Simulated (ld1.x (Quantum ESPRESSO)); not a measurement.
**S (Z = 16): one change to a TM potential, before and after**

ld1.x (Quantum ESPRESSO) 7.5 input, shortened:

```
&input
   title='S', zed=16., rel=0, dft='PZ', iswitch=3,
   config='[Ne] 3s2 3p4'
 /
 &inputp
   pseudotype=2, tm=.true., lloc=0,
   nlcc=.true., new_core_ps=.true., rcore=0.75
 /
2
3P  2  1   4.00   0.00  1.20  1.20  0.0
3S  1  0   2.00   0.00  1.45  1.45  0.0
 &test
   configts(1)='3s2 3p4'
 /
```

All-electron outer shells of the reference configuration (LDA (PZ), non-relativistic, ld1.x):

```csv
shell,level (eV),outermost node (bohr),outermost maximum (bohr)
2p,-156.50,–,0.33
3s,-17.17,0.60,1.40
3p,-7.12,0.58,1.59
```

Change: wave 3p (bound): rc 1.20 bohr becomes 3p (bound): rc 1.42 bohr.

Cutoffs: the cutoffs (Ry, on a coarse ladder) from which the occupation-weighted sum of valence levels, in a spherical-Bessel basis at the reference potential, stays within 10 and 1 mRy of its value at 400 Ry; they do not see the model core or the augmentation charge, which bear on the density cutoff. Errors are all-electron minus pseudo energies relative to the spin-unpolarised reference configuration.

Predict the effect on cutoff, ghosts and configuration errors.

The potential gets softer (70 Ry and 140 Ry → 40 Ry and 60 Ry); of the 9 tests that both files solve, the error grows in 3 and shrinks in 2 by more than 15 % and 0.3 meV (median size 8.3 → 7.6 meV); neither file shows a bound ghost. A larger radius leaves more room for a smooth pseudo-wave, so fewer plane waves are needed.

| quantity | base | changed |
| --- | --- | --- |
| cutoff, loose | 70 Ry | 40 Ry |
| cutoff, tight | 140 Ry | 60 Ry |
| loose cutoff by channel (10 mRy a level) | p 50 Ry, s 21 Ry | p 10 Ry, s 21 Ry |
| bound ghosts | none | none |
| error for 3s2 3p3, meV [ΔE 11.88 eV] | +4.2 | +4.1 |
| error for 3s2 3p2, meV [ΔE 34.26 eV] | +25 | +26 |
| error for 3s2 3p1, meV [ΔE 68.43 eV] | +74 | +85 |
| error for 3s1 3p4, meV [ΔE 22.53 eV] | +9.6 | +6.7 |
| error for 3s1 3p5, meV [ΔE 10.11 eV] | +2.0 | +0.4 |
| error for 3s2 3p0, meV [ΔE 115.41 eV] | +156 | +199 |
| error for 3s2 3p3.5, meV [ΔE 4.72 eV] | +0.8 | +0.8 |
| error for 3s2 3p4 (spin-polarised), meV [ΔE -0.71 eV] | +2.4 | +7.6 |
| error for 3s2 3p3 (spin-polarised), meV [ΔE 9.91 eV] | +8.3 | +25 |
| s: phases at 1.60 bohr within 0.05 rad from the reference energy up to (Ry; the scan ends near 5) | to the end of the scan | to the end of the scan |
| p: phases at 1.60 bohr within 0.05 rad from the reference energy up to (Ry; the scan ends near 5) | to the end of the scan | to the end of the scan |
